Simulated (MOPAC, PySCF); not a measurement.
H6AlN3, SMILES `[Al]([NH2])([NH2])[NH2]`, neutral singlet in the gas phase. 

Cartesian coordinates (Å):
SMILES: [NH2][Al]([NH2])[NH2]
```xyz
10

N     -1.5189    -0.9067     0.4687
Al    -0.0001     0.0000     0.3577
N     -0.0315     1.7621     0.1703
N      1.5503    -0.8554     0.4340
H     -2.4334    -0.5332     0.2721
H     -1.5989    -1.8740     0.7377
H      0.7633     2.3348    -0.0638
H     -0.8466     2.3431     0.2813
H      2.4502    -0.4167     0.5440
H      1.6656    -1.8541     0.3739
```
Charge 0, multiplicity 1.

All levels are single points at this geometry (r2SCAN-D4/def2-TZVP); Pople sets use spherical d functions. Orbital energies aren't observables, and empty levels follow the basis.

```csv
level,HOMO (eV),LUMO (eV),gap (eV),dipole (D),"vertical IE, Delta-SCF (eV)"
PBE-D3(BJ)/def2-TZVP in PySCF,-5.28,-0.50,4.78,0.00,–
r2SCAN-D4/def2-TZVP in PySCF,-5.58,0.09,5.67,0.00,–
B3LYP/3-21G in PySCF,-5.43,1.17,6.60,0.00,–
B3LYP/6-311+G** in PySCF,-6.60,-0.59,6.00,0.00,–
B3LYP/6-31G* in PySCF,-5.97,0.55,6.52,0.00,8.36
B3LYP/LANL2DZ in PySCF,-6.14,0.83,6.97,0.00,–
M06-2X/6-31G* in PySCF,-7.72,1.49,9.21,0.00,–
SVWN5/6-31G* in PySCF,-4.86,-0.11,4.75,0.00,–
HF/6-31G* in PySCF,-9.98,3.69,13.67,0.00,–
HF/STO-3G in PySCF,-7.21,11.56,18.77,0.00,–
PM3 in MOPAC,-8.47,-0.44,8.03,0.00,–
PM6 in MOPAC,-8.62,2.82,11.44,0.00,–
PM7 in MOPAC,-10.07,3.50,13.57,0.00,–
```
